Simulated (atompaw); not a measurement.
## Pb PAW (atompaw): all-electron and pseudo phase curves

atompaw 4.2.0.5 input, output lines left out:

```
Pb 82
GGA-PBE scalarrelativistic loggrid 2001 logderivrange -3 5 201
6 6 5 4 0 0
6 0 1.5
6 1 2.5
0 0 0
c
c
c
c
c
v
c
c
c
c
v
c
c
c
c
2
2.35 1.85 1.70 1.75
y
-0.05
n
y
1.55
n
y
0.45
n
custom rrkj gramschmidtortho sinc
bessel
2.35
2.35
2.35
2.35
2.35
```

The phase is arctan(r·u′/u) with u = r·R(r), unwrapped; energies in Ry, scanned from -3 to 5 Ry. A pole is an energy at which the radial function vanishes at the test radius. The pseudo phase is shifted by a multiple of π to meet the all-electron one at the reference energy, and phase errors are pseudo minus all-electron; the curves can meet again beyond the range given. Levels narrower than the energy grid can be missing from the lists of poles.

```json
{"channel": "s", "radius (bohr)": "2.36", "reference energy (Ry)": "-0.93", "poles, all-electron": "1.20", "poles, pseudo": "1.19, 3.57", "unbroken range about the reference energy with phases within 0.05 rad": "below 3.1", "phase error 1 Ry above the reference energy (rad)": "+0.000"}
{"channel": "p", "radius (bohr)": "2.36", "reference energy (Ry)": "-0.28", "poles, all-electron": "3.30", "poles, pseudo": "3.27", "unbroken range about the reference energy with phases within 0.05 rad": "the whole range", "phase error 1 Ry above the reference energy (rad)": "-0.000"}
{"channel": "d", "radius (bohr)": "2.36", "reference energy (Ry)": "0.45", "poles, all-electron": "-1.34", "poles, pseudo": "1.15", "unbroken range about the reference energy with phases within 0.05 rad": "-0.4 to 0.8", "phase error 1 Ry above the reference energy (rad)": "-2.749"}
```

Phases in the s channel:

```json
{"E (Ry)": "-3.00", "all-electron": "1.196", "pseudo": "1.195"}
{"E (Ry)": "-2.52", "all-electron": "1.107", "pseudo": "1.107"}
{"E (Ry)": "-2.04", "all-electron": "0.936", "pseudo": "0.936"}
{"E (Ry)": "-1.56", "all-electron": "0.516", "pseudo": "0.516"}
{"E (Ry)": "-1.08", "all-electron": "-0.432", "pseudo": "-0.432"}
{"E (Ry)": "-0.60", "all-electron": "-1.090", "pseudo": "-1.090"}
{"E (Ry)": "-0.12", "all-electron": "-1.340", "pseudo": "-1.340"}
{"E (Ry)": "0.36", "all-electron": "-1.460", "pseudo": "-1.460"}
{"E (Ry)": "0.84", "all-electron": "-1.532", "pseudo": "-1.532"}
{"E (Ry)": "1.32", "all-electron": "-1.583", "pseudo": "-1.583"}
{"E (Ry)": "1.80", "all-electron": "-1.623", "pseudo": "-1.625"}
{"E (Ry)": "2.28", "all-electron": "-1.659", "pseudo": "-1.664"}
{"E (Ry)": "2.76", "all-electron": "-1.695", "pseudo": "-1.710"}
{"E (Ry)": "3.24", "all-electron": "-1.733", "pseudo": "-1.834"}
{"E (Ry)": "3.72", "all-electron": "-1.778", "pseudo": "-4.807"}
{"E (Ry)": "4.20", "all-electron": "-1.836", "pseudo": "-4.897"}
{"E (Ry)": "4.68", "all-electron": "-1.920", "pseudo": "-4.965"}
```
